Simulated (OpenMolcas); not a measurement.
## Tb I: the spin-orbit constant, worked from levels

```json
{
  "Program": "OpenMolcas",
  "Basis": "ANO-RCC-VQZP [9s8p6d4f3g2h]",
  "Scalar Hamiltonian": "DKH2, point nucleus",
  "Active space": "9 electrons in 7 orbitals (4f)",
  "State averaging": "2S+1 = 6 odd, 21 roots; 2S+1 = 4 odd, 224 roots (115 in the spin-orbit step); 2S+1 = 2 odd, 82 roots kept (CI in the orbitals of an earlier block)",
  "Spin-orbit coupling": "RASSI with atomic mean-field integrals over the reference wave functions, term energies averaged over their components"
}
```

Methods: CASSCF; MS-CASPT2, IPEA 0.25 Eh, imaginary shift 0.1 Eh (closed shells correlated: 5s 5p 6s).

**The spin-orbit constant.** For the Hund term ⁶H° of f9, E(J) = (A/2) J(J+1) + constant and ζ = -2S·A = -5A. From J = 5/2 to J = 15/2 the energy changes by 27.5 A.

```json
{"Source": "CASSCF", "E(15/2) - E(5/2)": "-8889.6", "A": "-323.3", "ζ": "1616"}
{"Source": "MS-CASPT2", "E(15/2) - E(5/2)": "-8811.7", "A": "-320.4", "ζ": "1602"}
```

All in cm-1. Both methods take the spin-orbit matrix elements from the reference wave functions, so the second can move ζ only through the term energies and any multistate remixing. Second-order mixing with other terms is absorbed into this ζ.

Term energies are means over components that CASPT2 splits; among the terms shown or strongly mixed into the levels shown the widest spread is 390 cm-1 (4f⁹ 6s² ⁶H°, MS-CASPT2). High states are left out of the spin-orbit mixing, which shifts the levels that they would mix with. With the s shell closed, the reference lacks s² → p² mixing. Without dynamic correlation excited terms often stand tens of per cent too high (terms of higher spin than the ground term too low), and those without a measured partner can miss by more than the paired ones (holds for CASSCF). Blocks of more than 70 roots (2S+1 = 4 odd, 2 odd) ran without multistate coupling (holds for MS-CASPT2). Only configurations of the active space appear.

° marks odd parity.
